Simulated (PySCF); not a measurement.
**How methods differ on the ionisation energy of Fe**

Fe [Ar] 3d6 4s2 (5D) → Fe⁺ [Ar] 3d6 4s1 (6D), as a difference of total energies. Calculation: PySCF 2.14, in 6-31G*; no relativity, point nucleus. Correlated levels: valence: [Ar] frozen. The calculations carry no spin-orbit coupling.

```
           method  ionisation energy (eV)  difference from reference (eV)
              UHF                   6.264                          -1.640
            M06-L                   7.659                          -0.245
           r2SCAN                   7.218                          -0.686
    MP2 (valence)                   6.947                          -0.957
SCS-MP2 (valence)                   7.063                          -0.841
```

Reference: 7.904 eV (measured; NIST levels, between the centres of gravity of the two terms).

These non-relativistic numbers lack the scalar-relativistic shift.

Errors of the correlated levels include the incompleteness of this basis and the frozen core.

MP2 underrates the near-degeneracy of ns² with np² in the lower species.
